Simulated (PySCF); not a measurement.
Correlation energy of O²⁺ (oxygen, charge +2)

[He] 2s2 2p2, high-spin 3P determinant. All numbers are calculated (PySCF 2.14, scalar relativity by spin-free X2C-1e, in jorge-DZP-DKH (4s2p1d, 15 functions)). Frozen: 1s2; 4 electrons correlated.

MP2 pair energies summed by pair of shells (mhartree):

```csv
pair,energy,share (%)
2s-2p,-31.65,57.4
2s-2s,-19.29,35.0
2p-2p,-4.23,7.7
```

Total MP2 correlation energy: -55.17 mhartree.

Same-spin part -7.13 and opposite-spin part -48.04 mhartree; SCS-MP2 scales them by 1/3 and 6/5 to -60.03 mhartree.

| level | correlation energy (mhartree) |
| --- | --- |
| CCSD | -77.19 |
| (T) | -0.54 |
| CCSD(T) | -77.73 |

Diagnostics: T1 = 0.0043, D1 = 0.0083, largest double amplitude 0.126.

Task: Is a single reference adequate?

Result: Mostly. T1 lies below 0.03, but a double amplitude of this size points to a near-degeneracy that CCSD handles and MP2 describes poorly.
